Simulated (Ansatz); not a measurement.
Total energies of Zn4H14S4 from Ansatz at PBE0-D4/def2-TZVP, gas phase (1 Eh = 27.2114 eV = 2625.5 kJ/mol). The reference geometry is relaxed at PBE-D4/def2-SVP.

```csv
atom,x (Å),y (Å),z (Å)
Zn1,1.4124,0.4761,-2.5049
S2,2.2678,0.0528,0.6543
Zn3,0.1297,2.7761,0.8674
S4,-0.4607,1.4568,-1.1697
S5,-1.2648,0.0073,1.9928
Zn6,0.5021,-1.5888,1.2694
Zn7,-2.6538,0.2562,-1.1758
S8,-0.3531,-2.1039,-1.0096
H9,1.7183,1.4109,-3.7249
H10,1.7695,-0.8648,-1.6995
H11,2.7372,0.2190,1.9332
H12,3.2128,-0.9006,0.3662
H13,0.7047,1.6628,1.8676
H14,-0.2100,4.2849,0.6263
H15,-0.7871,2.4864,-1.9947
H16,-0.7648,0.1640,3.2614
H17,-2.1529,-0.9585,2.3963
H18,0.8748,-2.7784,2.2171
H19,-3.6180,0.9415,-2.2035
H20,-2.4344,-0.9002,-0.0847
H21,0.6101,-3.0377,-1.3000
H22,-1.2396,-3.0619,-0.5848
```

| state | geometry | energy (Eh) |
| --- | --- | --- |
| charge 0 singlet | reference | -8717.22085 |
| charge 1 doublet | reference | -8716.90392 |
| charge -1 doublet | reference | -8717.21868 |
| free Zn atom (singlet) | – | -1779.14424 |
| free S atom (triplet) | – | -397.97371 |
| free H atom (doublet) | – | -0.50104 |

Single mean-field runs in def2-TZVP are fitted with def2-universal-jkfit.

(1) Work out the vertical ionisation energy to the doublet.

(2) Work out the vertical electron affinity, to the doublet.

(3) Give the fundamental gap IE − EA, the Mulliken electronegativity (IE + EA)/2 and the hardness (IE − EA)/2.

(4) What is the binding energy per atom against free atoms?

(1) E(charge 1 doublet) − E(charge 0 singlet) = -8716.90392 − (-8717.22085) = 0.31693 Eh = 8.62 eV. For comparison, −ε of the highest occupied level is 7.16 eV at this level, 1.46 eV less.

(2) E(charge 0 singlet) − E(charge -1 doublet) = -8717.22085 − (-8717.21868) = -0.00217 Eh = -0.06 eV; so near zero that its sign isn't settled. The basis lacks diffuse functions, which makes affinities too small.

(3) From the values in Eh: IE − EA = 0.31693 − (-0.00217) = 0.31910 Eh = 8.68 eV; (IE + EA)/2 = 4.28 eV; (IE − EA)/2 = 4.34 eV. The HOMO–LUMO gap of the same run is 6.15 eV, 2.53 eV smaller than the fundamental gap.

(4) Atoms: 4 × (-1779.14424) + 4 × (-397.97371) + 14 × (-0.50104) = -8715.48636 Eh. Binding: -8715.48636 − (-8717.22085) = 1.73449 Eh = 47.20 eV, or 2.15 eV for each of 22 atoms (no zero-point energy, no counterpoise term).

At PBE0-D4/def2-TZVP the highest occupied level of the charge -1 doublet lies above zero (up to 1.23 eV). Energy differences disagree on whether the electron is bound (positive means bound): -0.06 eV (vertical, to the charge 0 singlet, at PBE0-D4/def2-TZVP), but 0.23 eV at PBE-D4/def2-TZVP.
